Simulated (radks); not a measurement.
Species: Mn II. Configuration: [Ar] 3d5 4s1.

Calculated with a radial shooting solver on a logarithmic mesh with Libxc functionals: Dirac Kohn-Sham, PBE, spin-unpolarised, spherical densities, finite nucleus; open shells are shared between the two j in proportion to 2j + 1; Fermi nuclear charge, rms radius 3.7057 fm.

Energy parts (hartree):
total: -1158.00299
kinetic: 1172.84926
electron-nucleus: -2759.46759
Hartree: 480.38994
exchange-correlation: -51.77460

Orbitals (lengths in bohr, moments of r in powers of bohr; <r^-3> diverges for s and p1/2; r(max) is where P^2 peaks):
orbital  occ.  eigenvalue (hartree)  <r^-3>     <r^2>   r(max)       <r^4>
1s1/2       2             -236.5369       -  0.004988  0.03987  0.00006400
2s1/2       2             -27.63015       -   0.09216   0.2325     0.01487
2p1/2       2             -23.70698       -   0.07398   0.1867     0.01120
2p3/2       4             -23.32364   409.1   0.07563   0.1891     0.01166
3s1/2       2              -3.45753       -    0.8379   0.7364       1.141
3p1/2       2              -2.33971       -    0.9525   0.7478       1.599
3p3/2       4              -2.29311   50.06    0.9717   0.7548       1.665
3d3/2       2              -0.55051   4.148     1.850   0.7609       9.198
3d5/2       3              -0.54609   4.078     1.868   0.7635       9.384
4s1/2       1              -0.43647       -     9.020    2.378       130.4

The highest occupied level is 4s1/2 at -11.877 eV. Summed over all electrons, <r^2> = 26.44 bohr^2, which gives a Langevin (diamagnetic) susceptibility term of -20.9 x 10^-6 cm^3/mol.
